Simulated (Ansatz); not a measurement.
This geometry of a periodic cell of 17 atoms, Si$_{16}$O (host Si, host structure diamond, interstitial O) is a first-order saddle point.

These are results of DFT PBE, scalar-relativistic, plane waves, PAW (Ansatz), not measurements. Settings: PAW set soft_1, cutoff 420 eV, k mesh 2x2x2, gaussian smearing 0.05 eV, spin collinear.

```xyz
17
Lattice="0.0000 5.4300 5.4300 5.4300 0.0000 5.4300 5.4300 5.4300 0.0000" Properties=species:S:1:pos:R:3
Si 0.050 -0.007 0.044
Si 1.449 1.066 1.633
Si 2.704 2.455 0.241
Si 3.929 4.139 1.250
Si 2.871 -0.247 2.942
Si 4.143 1.364 4.100
Si 5.272 2.765 2.549
Si 6.473 4.171 3.948
Si 0.056 2.654 2.711
Si 1.354 4.058 4.076
Si 2.606 5.466 2.674
Si 3.948 6.871 4.004
Si 2.741 2.716 5.414
Si 4.148 4.023 6.767
Si 5.290 5.567 5.371
Si 6.720 6.843 6.721
O 6.670 2.982 5.101
```

Which two structures does it join? (They come from a converged band through this point; their orientation in space is the band's.)

The atom that moves furthest is O17, by 1.02 Å.

Initial state:

```xyz
17
Lattice="0.0000 5.4300 5.4300 5.4300 0.0000 5.4300 5.4300 5.4300 0.0000" Properties=species:S:1:pos:R:3
Si 0.002 0.024 0.019
Si 1.429 1.096 1.594
Si 2.735 2.412 0.187
Si 3.818 4.200 1.185
Si 2.835 -0.239 2.887
Si 4.089 1.370 4.057
Si 5.155 2.796 2.477
Si 6.485 4.093 3.880
Si 0.070 2.641 2.743
Si 1.343 4.078 4.095
Si 2.612 5.508 2.729
Si 4.089 6.763 4.080
Si 2.716 2.707 5.417
Si 4.144 3.975 6.785
Si 5.419 5.435 5.436
Si 6.710 6.865 6.770
O 6.789 2.696 4.729
```

Final state:

```xyz
17
Lattice="0.0000 5.4300 5.4300 5.4300 0.0000 5.4300 5.4300 5.4300 0.0000" Properties=species:S:1:pos:R:3
Si 0.071 -0.027 0.075
Si 1.430 1.121 1.621
Si 2.735 2.528 0.305
Si 4.088 4.068 1.382
Si 2.830 -0.178 2.956
Si 4.138 1.356 4.171
Si 5.410 2.705 2.709
Si 6.478 4.258 4.054
Si 0.004 2.697 2.691
Si 1.344 4.053 4.066
Si 2.613 5.421 2.639
Si 3.819 6.965 3.945
Si 2.712 2.727 5.438
Si 4.086 4.086 6.776
Si 5.151 5.666 5.349
Si 6.705 6.803 6.711
O 6.782 3.409 5.451
```

How far does it lie above each of them?

0.011 eV above the first and 0.011 eV above the second. This is the barrier of this one path; another mechanism may lie lower. Limits of this set-up: coarse k mesh.

Time of the run: 5.3 min on 2 threads of Arm Neoverse V2, on a shared host, peak memory 1.6 GiB.
